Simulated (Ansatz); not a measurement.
H2B2Si, SMILES `B1=B[SiH2]1` (charge 0, multiplicity 1).

Cartesian coordinates (Å):
SMILES: B1=B[SiH2]1
```xyz
5

B      1.4902     0.6873     0.2799
B      1.4670    -0.7191    -0.3199
Si    -0.3780     0.0041     0.0051
H     -1.2717     1.0971     0.4812
H     -1.3075    -1.0693    -0.4463
```
Charge 0, multiplicity 1.

Frozen-core energies in 6-31g from Ansatz (a quantum-chemistry and plane-wave program) at a geometry from B3LYP-D3(BJ)/def2-TZVP; the HF reference has <S^2> = 0.00 (restricted, and unstable towards unrestricted orbitals) and the T1 diagnostic is 0.034.

```json
[
 {"level": "HF", "energy (Ha)": "-339.09935"},
 {"level": "MP2", "energy (Ha)": "-339.31123"},
 {"level": "CCSD", "energy (Ha)": "-339.33843"},
 {"level": "CCSD(T)", "energy (Ha)": "-339.35945"}
]
```

**Question.** Estimate the energies of CCSDT, CCSDT(Q) and CCSDTQ, and give each level's difference from CCSDTQ.

**Answer.** 
```csv
level,energy (Ha),difference from CCSDTQ (mHa)
MP2,-339.31123,49.85
CCSD,-339.33843,22.66
CCSD(T),-339.35945,1.63
CCSDT,-339.35924,1.85
CCSDT(Q),-339.36142,-0.34
CCSDTQ,-339.36108,0.00
```
